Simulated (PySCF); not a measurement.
Si(Cl)2(F)(SH) (Cl₂FHSSi), SMILES F[Si](S)(Cl)Cl.

Coordinates come from a B3LYP-D3(BJ)/def2-SVP optimisation. The structure was generated by enumeration, and PubChem lists no compound with its InChIKey, so it may never have been made. Other conformers were not sampled.

Two levels are set side by side: PBE/def2-TZVP (PySCF) and r2SCAN/def2-TZVP (PySCF). Same geometry, gas phase. Differences are taken from unrounded values.

```
quantity                     r2SCAN    PBE  PBE minus r2SCAN
---------------------------  ------  -----  ----------------
orbital gap (eV)               6.19   5.55             -0.64
highest occupied level (eV)   -7.39  -7.06              0.32
lowest empty level (eV)       -1.20  -1.52             -0.32
dipole moment (D)              1.25   1.22             -0.03
mean polarisability (bohr³)    63.6   65.6               2.0
```

Rough cost on one machine, each run with all the roots and properties that it gave: r2SCAN against PBE about 4 times.
